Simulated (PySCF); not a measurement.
C₄H₆OSi, SMILES C#C[SiH2]C(C)=O, GFN2-xTB optimised geometry.

```
12

C      2.45    -2.10     1.64
C      2.11    -1.14     0.98
Si     1.59     0.33     0.00
C     -0.34     0.33     0.00
C     -1.03    -1.00    -0.03
O     -0.95     1.38     0.00
H      2.74    -2.94     2.20
H      2.08     1.57     0.62
H      2.04     0.17    -1.39
H     -0.68    -1.57    -0.89
H     -2.11    -0.88    -0.07
H     -0.76    -1.56     0.87
```

Density from PySCF with PBE/def2-TZVP at that geometry.

Minimum of the electron density along straight lines between bonded atoms, close to the bond critical point (lines longer than 1.1 times the sum of covalent radii, or with two minima, are not listed):

| bond | length / Å | ρ at the minimum / e bohr⁻³ | ∇²ρ there / e bohr⁻⁵ | position (fraction from the first atom) |
|---|---|---|---|---|
| C1–C2 | 1.203 | 0.423 | -1.28 | 0.52 |
| C2–Si3 | 1.850 | 0.114 | 0.27 | 0.61 |
| Si3–C4 | 1.931 | 0.115 | ? | 0.39 |
| C4–C5 | 1.505 | 0.257 | -0.64 | 0.51 |
| C4–O6 | 1.210 | 0.417 | ? | 0.34 |
| C1–H7 | 1.053 | ? | -1.11 | 0.66 |
| Si3–H8 | 1.460 | 0.127 | 0.16 | 0.50 |
| Si3–H9 | 1.467 | 0.124 | 0.16 | 0.50 |
| C5–H10 | 1.088 | 0.274 | -0.91 | 0.64 |
| C5–H11 | 1.088 | 0.278 | -0.94 | 0.64 |
| C5–H12 | 1.089 | 0.274 | -0.92 | 0.64 |

### Question
Fill in the missing entries.

### Answer

- Si3–C4, ∇²ρ there / e bohr⁻⁵: 0.10
- C4–O6, ∇²ρ there / e bohr⁻⁵: -0.05
- C1–H7, ρ at the minimum / e bohr⁻³: 0.297
